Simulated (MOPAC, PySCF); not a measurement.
C$_{10}$H$_{8}$SSi, SMILES `C#Cc1cc2cc([SiH3])ccc2s1`, neutral singlet in the gas phase. 

Cartesian coordinates (Å):
```xyz
20

C      5.3616    -0.1175    -0.6699
C      4.1607    -0.0194    -0.4379
C      2.7833     0.1102    -0.1526
C      1.7142    -0.5340    -0.7553
C      0.4446    -0.1567    -0.2069
C     -0.8534    -0.5985    -0.5622
C     -1.9847    -0.1024     0.1032
Si    -3.7130    -0.6928    -0.3700
C     -1.8091     0.8547     1.1442
C     -0.5443     1.3126     1.5207
C      0.5795     0.8051     0.8435
S      2.2528     1.2171     1.1266
H      6.4172    -0.2139    -0.8817
H      1.8463    -1.2579    -1.5699
H     -0.9595    -1.3390    -1.3710
H     -3.6027    -1.6823    -1.4979
H     -4.5756     0.4622    -0.8076
H     -4.3970    -1.3515     0.7997
H     -2.6896     1.2521     1.6743
H     -0.4311     2.0520     2.3271
```
Charge 0, spin multiplicity 1.

All levels are single points at this geometry (PBE-D3(BJ)/def2-SVP); Pople sets use spherical d functions. Orbital energies aren't observables, and empty levels follow the basis.

```json
[
 {"level": "PBE-D3(BJ)/def2-TZVP in PySCF", "HOMO (eV)": "-5.61", "LUMO (eV)": "-2.49", "gap (eV)": "3.12", "dipole (D)": "0.39", "vertical IE, Delta-SCF (eV)": "7.80"},
 {"level": "B3LYP/3-21G in PySCF", "HOMO (eV)": "-6.11", "LUMO (eV)": "-1.53", "gap (eV)": "4.59", "dipole (D)": "0.37", "vertical IE, Delta-SCF (eV)": "–"},
 {"level": "B3LYP/6-311+G** in PySCF", "HOMO (eV)": "-6.30", "LUMO (eV)": "-1.92", "gap (eV)": "4.39", "dipole (D)": "0.22", "vertical IE, Delta-SCF (eV)": "–"},
 {"level": "BP86/6-31G* in PySCF", "HOMO (eV)": "-5.41", "LUMO (eV)": "-2.24", "gap (eV)": "3.17", "dipole (D)": "0.49", "vertical IE, Delta-SCF (eV)": "–"},
 {"level": "M06-2X/6-31G* in PySCF", "HOMO (eV)": "-7.23", "LUMO (eV)": "-0.67", "gap (eV)": "6.56", "dipole (D)": "0.39", "vertical IE, Delta-SCF (eV)": "–"},
 {"level": "PBE/6-31G* in PySCF", "HOMO (eV)": "-5.32", "LUMO (eV)": "-2.14", "gap (eV)": "3.17", "dipole (D)": "0.49", "vertical IE, Delta-SCF (eV)": "7.59"},
 {"level": "SVWN5/6-31G* in PySCF", "HOMO (eV)": "-5.48", "LUMO (eV)": "-2.32", "gap (eV)": "3.15", "dipole (D)": "0.47", "vertical IE, Delta-SCF (eV)": "7.78"},
 {"level": "HF/6-31G* in PySCF", "HOMO (eV)": "-7.97", "LUMO (eV)": "1.94", "gap (eV)": "9.91", "dipole (D)": "0.49", "vertical IE, Delta-SCF (eV)": "–"},
 {"level": "PM3 in MOPAC", "HOMO (eV)": "-8.63", "LUMO (eV)": "-0.76", "gap (eV)": "7.87", "dipole (D)": "1.29", "vertical IE, Delta-SCF (eV)": "–"}
]
```
